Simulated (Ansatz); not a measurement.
`C[Si](C)(F)[SeH]` + `[SiH3]C(Cl)Cl` → `C[SiH](F)[SeH]` + `CC([SiH3])(Cl)Cl` at 600 K and 1 bar (redistribution).

Calculated with Ansatz (gas phase, PBE0-D4/def2-TZVP geometries, no zero-point term in ΔE). CBS: MP2 limit from def2 TZ/QZ plus the TZ coupled-cluster correction, frozen cores. For Se outer-core shells are correlated without core-valence functions, which leaves a few kJ/mol of doubt a bond. Scalar relativity is left out up to krypton. One conformer a species, not always the lowest.

```tsv
species	CCSD(T)/CBS energy (Eh)	H − E (kJ/mol)	S (J/(mol·K))
`C[Si](C)(F)[SeH]`	-2870.02560	296.4	495.1
`[SiH3]C(Cl)Cl`	-1249.07910	167.0	403.9
`C[SiH](F)[SeH]`	-2830.74610	206.3	427.1
`CC([SiH3])(Cl)Cl`	-1288.34619	253.5	451.2
```

H − E and S are ideal-gas, rigid-rotor, harmonic terms from PBE0-D4/def2-TZVP, for one conformer and one mirror image of each species. 1 Eh = 2625.50 kJ/mol, R = 8.31446 J/(mol·K).

Question: By hand: ΔE, ΔH, ΔS and ΔG.

Answer: ΔE = (-2830.74610) + (-1288.34619) − (-2870.02560) − (-1249.07910) = 0.01241 Eh = 32.6 kJ/mol. Δ(H − E) = 206.3 + 253.5 − 296.4 − 167.0 = -3.6, so ΔH = 29.0 kJ/mol. ΔS = 427.1 + 451.2 − 495.1 − 403.9 = -20.7 J/(mol·K). ΔG = 29.0 − 600 × (-20.7)/1000 = 41.4 kJ/mol.

Question: By hand: the equilibrium constant, and the temperature at which ΔG would vanish if ΔH and ΔS stayed fixed.

Answer: log₁₀ K = −ΔG/(RT ln 10) = -3.6. ΔH and −TΔS have one sign here, so there is no such temperature.

TΔS isn't small against ΔH here. A doubt of 5 kJ/mol in ΔE shifts log₁₀ K by 0.4 here. Other conformers and mirror images would add mixing entropy, several J/(mol·K) or more a flexible species. These are equilibria of isolated gas molecules and say nothing of rates. Largest T1 diagnostic: 0.010 (customary marks: 0.02 for closed shells, 0.045 for open ones).
